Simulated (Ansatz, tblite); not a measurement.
Breaking a bond: pinacolborane, C6H13BO2, SMILES CC1(C)OBOC1(C)C. The C1–C19 bond (C1 also carries C, C, O; C19 carries H, H, H) is varied alone, starting from the PBE0/def2-SVP optimised geometry.

- GFN2-xTB, 300 K electronic temperature (tblite)
- UKS-PBE0 = unrestricted PBE0/def2-SVP run with Ansatz (a first-principles code)

Energies relative to the lowest point of each curve near equilibrium, in kJ/mol; the last columns give the difference from UKS-PBE0:

| R / Å | GFN2-xTB | UKS-PBE0 | GFN2-xTB − UKS-PBE0 |
|---|---|---|---|
| 1.25 | 176.0 | 174.0 | 2.0 |
| 1.34 | 67.2 | 65.8 | 1.4 |
| 1.45 | 9.3 | 8.8 | 0.5 |
| 1.48 | 3.3 | 3.0 | 0.3 |
| 1.53 | 0.0 | 0.0 | 0.0 |
| 1.57 | 2.4 | 2.5 | -0.1 |
| 1.65 | 17.3 | 17.0 | 0.3 |
| 1.73 | 41.8 | 40.4 | 1.4 |
| 1.86 | 93.3 | 88.4 | 4.9 |
| 2.01 | 159.2 | 149.7 | 9.5 |
| 2.23 | 255.3 | 237.2 | 18.1 |
| 2.51 | 358.1 | 333.5 | 24.7 |
| 2.81 | 436.2 | 391.7 | 44.5 |
| 3.18 | 493.2 | 419.2 | 74.1 |
| 3.76 | 528.4 | 431.9 | 96.4 |
| 4.47 | 534.5 | 435.7 | 98.8 |

GFN2-xTB is furthest from UKS-PBE0 at 4.47 (98.8 kJ/mol, above); its mean absolute difference over the points is 23.6 kJ/mol.

The unrestricted determinant behind UKS-PBE0 is spin-contaminated at 2.51 to 4.47 Å (<S²> up to 1.0, against 0.00 for a pure singlet).
